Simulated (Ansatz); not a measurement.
**Abstraction of Cl: InHCl2 + SiHCl2 → InHCl + SiHCl3**

Species: InHCl2 `[Cl][InH][Cl]`, singlet; SiHCl2 `Cl[SiH]Cl`, doublet; InHCl `[Cl][InH]`, doublet; SiHCl3 `Cl[SiH](Cl)Cl`, singlet. A radical takes Cl: the energy is the difference in strength between the In–Cl bond broken and the Si–Cl bond made.

Shapes, held fixed at every level: PBE0-D4/def2-TZVP. Programs: Ansatz 0.2.0. The zero-point and thermal change to 298 K, harmonic and unscaled (PBE0-D4/def2-TZVP), is 0.0 kJ/mol.

```tsv
level	kind	ΔH(298 K) (kJ/mol)	less CCSD(T)/def2-TZVPP	CPU time (sum over the molecules)
MP2/def2-SVP	perturbation theory	-69.2	+5.7	–
B3LYP-D4/def2-TZVPP	global hybrid	-80.6	-5.7	33 s
BHLYP-D4/def2-TZVPP	global hybrid	-78.4	-3.5	26 s
PBE0-D4/def2-TZVPP	global hybrid	-75.1	-0.2	25 s
r2SCAN0-D4/def2-TZVPP	global hybrid	-75.1	-0.2	46 s
wB97X-V/def2-TZVPP	range-separated hybrid	-72.9	+2.0	59 s
CCSD/def2-SVP	coupled cluster or CI	-67.5	+7.4	–
CCSD(T)/def2-TZVPP	coupled cluster or CI	-74.9	0.0	2.6 min
```

The highest level, CCSD(T)/def2-TZVPP, gives ΔH(298 K) = -74.9 kJ/mol; the levels span -80.6 to -67.5. The column of differences is taken from that level and isn't an error. No measured value is set beside it here. Open shells run unrestricted. For atoms past krypton def2 sets carry core potentials with scalar relativity. Outer-core shells of In are correlated in most correlated rows, in sets that cover them unevenly. Times are processor times on shared x86 and Arm servers, and rough.
